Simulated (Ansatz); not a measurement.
Harmonic frequencies (cm⁻¹) at PBE0-D4/def2-TZVP from Ansatz: 32, 96, 113, 171, 173, 184, 268, 647, 655, 659, 665, 2434.

Each molecule was computed in one conformer, which needn't be the lowest.

**Question.** Which molecule is it?
A. `[F][Sn]([F])([F])[SeH]`
B. `N#[C][SnH]([F])[F]`
C. `[OH][Sn]([OH])([F])[F]`
D. `N#[C][Sn]([Cl])([Cl])[Cl]`

**Answer.** A.
